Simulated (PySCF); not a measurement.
Several species in one continuum solvent.

All values: PBE0/def2-SVPD (PySCF, non-relativistic), each on one gas-phase PBE0-D3(BJ)/def2-SVP geometry that isn't relaxed in the solvent. The solvent is an IEF-PCM continuum (van der Waals radii × 1.2). Only the electrostatic response of the medium enters.

Problem. Order them by E(solvent) − E(gas) in dichloromethane (ε = 8.93), most negative first (kJ/mol).
A. `[N:1]#[C:2][Si@@H:3]([SiH3:4])[CH:5]1[CH2:6][CH2:7]1` with C2–Si3–C5–C6 84°
B. `C[Si]1(C#N)C[SiH2]C1`
C. `[N:1]#[C:2][C@@H:3]1[CH2:4][Si@@H:5]1[CH2:6][SiH3:7]` with C4–Si5–C6–Si7 -136°
D. `[N:1]#[C:2][C@@H:3]1[CH2:4][CH2:5][SiH2:6][SiH2:7]1` with C2–C3–C4–C5 -65°, C3–C4–C5–Si6 -53°, C4–C5–Si6–Si7 25°, C5–Si6–Si7–C3 2°
E. `[CH:1]#[C:2][C@H:3]1[CH2:4][SiH2:5][NH:6][SiH2:7]1` with C2–C3–C4–Si5 164°, C3–C4–Si5–N6 -29°, C4–Si5–N6–Si7 8°, Si5–N6–Si7–C3 11°

Solution. C (-27.3), D (-23.2), B (-21.3), A (-20.1), E (-16.2).

```csv
SMILES,charge,ΔE (kJ/mol),polarisation term (kJ/mol),HOMO shift (eV),dipole gas (D),dipole solvent (D),atoms,"lowest singlet, gas (eV)","lowest singlet, solvent (eV)"
N#C[C@@H]1C[Si@@H]1C[SiH3],0,-27.3,-33.5,+0.14,4.50,5.97,16,6.05,6.00
N#C[C@@H]1CC[SiH2][SiH2]1,0,-23.2,-28.3,+0.23,3.96,5.15,16,6.33,6.28
C[Si]1(C#N)C[SiH2]C1,0,-21.3,-25.2,+0.26,4.01,5.04,16,6.15,5.94
N#C[Si@@H]([SiH3])C1CC1,0,-20.1,-24.0,+0.23,4.27,5.37,16,6.36,6.17
C#C[C@H]1C[SiH2]N[SiH2]1,0,-16.2,-18.0,0.00,1.04,1.44,16,6.14,6.19
```

The polarisation term is half the interaction of the solute with the induced surface charges. Singlets are vertical TDDFT energies (frozen core, non-equilibrium response), the lowest in each medium.
